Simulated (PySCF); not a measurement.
Ranking problems on computed properties.

All species are isolated and taken at one optimised geometry, non-relativistic unless stated. Electronic properties by PySCF.

The conformers computed, where there is a choice (atom-mapped SMILES and torsion angles):
- `[F:1][CH:2]([F:3])[C@@:4]1([SiH3:5])[CH:6]=[CH:7][O:8][SiH2:9]1`: F1–C2–C4–Si5 -50°
- `[CH2:1]=[C:2]([CH3:3])[C@@H:4]1[CH2:5][SiH2:6][C@H:7]1[C:8]#[C:9][CH3:10]`: C1–C2–C4–C5 48°
- `[CH3:1][CH2:2][CH2:3][C:4]#[C:5][C:6]1=[CH:7][SiH2:8][C@H:9]1[CH3:10]`: C1–C2–C3–C4 -64°
- `[O:1]=[S:2](=[O:3])([Cl:4])[c:5]1[cH:6][cH:7][cH:8][c:9]([F:10])[cH:11]1`: O1–S2–C5–C6 159°
- `[CH3:1][C:2]1=[CH:3][C:4]/1=[C:5](/[CH3:6])[C:7]([F:8])([F:9])[F:10]`: C4–C5–C7–F8 121°
- `[CH3:1][C:2](=[O:3])/[CH:4]=[C:5](/[CH3:6])[O-:7]`: C1–C2–C4–C5 0°
- `[CH2:1][C:2](=[O:3])[CH2:4][C:5]([CH3:6])=[O:7]`: C1–C2–C4–C5 100°, C2–C4–C5–C6 79°
- `[CH3:1][CH2:2][C:3]1=[CH:4][SiH2:5][CH:6]=[C:7]1[CH:8]1[CH2:9][CH2:10]1`: C1–C2–C3–C4 -5°, C6–C7–C8–C9 95°

The conformers of `C=C[PH+]1CCOCC1`, `COC1CCCCC1` and `C=C([SiH2]N)N(C)CC(F)F` aren't listed.

Question: Rank by HOMO energy, lowest first (PBE0/pcSseg-1 at GFN2-xTB geometries).
A. `[SiH3][C@]1(C(F)F)C=CO[SiH2]1`
B. `COC1CCCCC1`
C. `C(=C)[PH+]1CCOCC1`
D. `C=C([SiH2]N)N(C)CC(F)F`

Answer: C (-12.30 eV), B (-7.11 eV), A (-6.89 eV), D (-6.02 eV).

Question: Rank by smallest rotational constant, lowest first (GFN2-xTB).
A. `CC(=O)/C=C(/C)[O-]`
B. `[CH2]C(=O)CC(C)=O` [radical]
C. `C=C(C)[C@@H]1C[SiH2][C@H]1C#CC`
D. `O=S(=O)(Cl)C1=CC=CC(F)=C1`
E. `CC1=CC/1=C(/C)C(F)(F)F`
F. `FC(F)[C@@]1([SiH3])C=CO[SiH2]1`
G. `CCCC#CC1=C[SiH2][C@H]1C`

Answer: G (0.424 GHz), D (0.498 GHz), C (0.552 GHz), E (0.690 GHz), F (0.882 GHz), A (1.342 GHz), B (1.629 GHz).

Question: Give the two extremes of that set in cm⁻¹.

Answer: `CCCC#CC1=C[SiH2][C@H]1C`: 0.0141 cm⁻¹; `[CH2]C(=O)CC(C)=O` [doublet state]: 0.0543 cm⁻¹.

Question: Rank by dipole moment, lowest first (PBE0/pcSseg-1 at GFN2-xTB geometries).
A. `c1(F)cc(ccc1)S(=O)(Cl)=O`
B. `FC(F)[C@@]1([SiH3])C=CO[SiH2]1`
C. `CC1=CC/1=C(/C)C(F)(F)F`
D. `CCC1=C[SiH2]C=C1C1CC1`
E. `C=C(C)[C@@H]1C[SiH2][C@H]1C#CC`

Answer: E (0.59 D), D (1.16 D), B (1.34 D), A (4.48 D), C (5.25 D).

Question: Rank by HOMO–LUMO gap, highest first (PBE0/pcSseg-1 at GFN2-xTB geometries).
A. `CCC1=C[SiH2]C=C1C1CC1`
B. `COC1CCCCC1`
C. `C1COCC[PH+]1C=C`
D. `C=C(C)[C@@H]1C[SiH2][C@H]1C#CC`
E. `C1(C(C)=C/1)=C(/C)C(F)(F)F`

Answer: B (8.58 eV), C (7.01 eV), D (6.41 eV), E (5.71 eV), A (5.19 eV).

Question: Give the two extremes of that set in kcal/mol.

Answer: `CCC1=C[SiH2]C=C1C1CC1`: 120 kcal/mol; `COC1CCCCC1`: 198 kcal/mol.
